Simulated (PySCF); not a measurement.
Species: C₄H₁₀NSi₂ (doublet state).
Cartesian coordinates in Å at the GFN2-xTB level; atoms count from 1:
```
atom  x, y, z in Å
C1    -2.1868   -1.0776   -0.5841
C2    -1.3367   -0.4819    0.4732
Si3    0.2485    0.3931    0.1524
C4     0.7764    1.4355    1.6567
Si5    2.0001   -0.9334   -0.6662
C6    -0.1226    1.6157   -1.2283
N7    -0.3381    2.3265   -2.1014
H8    -1.8987   -0.7327   -1.5741
H9    -2.1269   -2.1708   -0.5662
H10   -3.2363   -0.8245   -0.4166
H11   -1.6187   -0.7458    1.4840
H12   -0.0014    2.1296    1.9610
H13    1.0011    0.7948    2.5043
H14    1.6683    2.0155    1.4380
H15    1.5652   -1.6791   -1.8490
H16    2.4237   -1.9123    0.3403
H17    3.1757   -0.1406   -1.0339
```

The hyperfine couplings belong to this conformer and change with its torsions.

The species is `C([Si@]([SiH3])([CH]C)C)#N` [radical].

The calculation used PySCF 2.14.0, UKS B3LYP, pcH-1 on C H N Si, non-relativistic, mean-field spin-orbit, GIAO. The structure is a single GFN2-xTB conformer in the gas phase; no vibrational or solvent corrections. The geometry wasn't refined by DFT: couplings that depend on bond lengths, twists or pyramidal angles can differ widely from those at the functional's own minimum. The SCF solution wasn't tested for stability.

**Question.** Predict the first-order ENDOR lines of H8/H9/H10, H11, H15/H16/H17 and H12/H13/H14 under fast tumbling at B = 3341.6 mT (W band).

**Answer.** ν± = |νn ± a/2|, one line for each electron-spin manifold; νn = |g_N| × 7.62259 MHz/T × B.

```csv
nuclei,isotope,g_N,νn (MHz),a_iso (MHz),lower line (MHz),upper line (MHz)
H8/H9/H10,1H,5.5857,142.28,77.18,103.68,180.87
H11,1H,5.5857,142.28,-54.40,115.07,169.48
H15/H16/H17,1H,5.5857,142.28,4.85,139.85,144.70
H12/H13/H14,1H,5.5857,142.28,-0.66,141.95,142.61
```

**Question.** Which pairs are centred on the nuclear Larmor frequency, and which on half the coupling?

**Answer.** Centred on νn, since |a| < 2νn: H8/H9/H10, H11, H15/H16/H17 and H12/H13/H14. No pair has |a| > 2νn.

**Question.** At what field would the lower line of H8/H9/H10 fall to zero frequency?

**Answer.** Where νn = |a|/2, that is B = 38.59 MHz/(5.5857 × 7.62259 MHz/T) = 906 mT, as far as first order holds there.

Nuclei that the bonding pattern makes equivalent are averaged, as if the motion that swaps them (rotation, inversion, ring flip) were fast. The three 1H nuclei of mean +77.2 MHz run from 4.1 to 134.0 MHz in the frozen geometry. The three 1H nuclei of mean +4.9 MHz run from -1.9 to 18.2 MHz in the frozen geometry.
